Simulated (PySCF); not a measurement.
# Fe⁺: ionisation energy

Fe⁺ [Ar] 3d6 4s1 (6D) → Fe²⁺ [Ar] 3d6 (5D), as a difference of total energies. Computed with PySCF 2.14 in dyall-ae2z, with the spin-free X2C one-electron Hamiltonian (Gaussian nucleus). Correlated levels: valence and next inner shell: [Ne] frozen; virtual orbitals above 40 to 60 times the deepest correlated orbital energy dropped. The calculations carry no spin-orbit coupling.

```json
{"method": "UHF", "ionisation energy (eV)": "15.307", "error (eV)": "-0.892"}
{"method": "MP2 (valence and next inner shell)", "ionisation energy (eV)": "16.121", "error (eV)": "-0.078"}
{"method": "SCS-MP2 (valence and next inner shell)", "ionisation energy (eV)": "15.898", "error (eV)": "-0.301"}
{"method": "CCSD (valence and next inner shell)", "ionisation energy (eV)": "16.060", "error (eV)": "-0.139"}
{"method": "CCSD(T) (valence and next inner shell)", "ionisation energy (eV)": "16.116", "error (eV)": "-0.083"}
```

Reference: 16.199 eV (measured; NIST Atomic Spectra Database, ionization energies).

Errors of the correlated levels include the incompleteness of this basis and the frozen core.
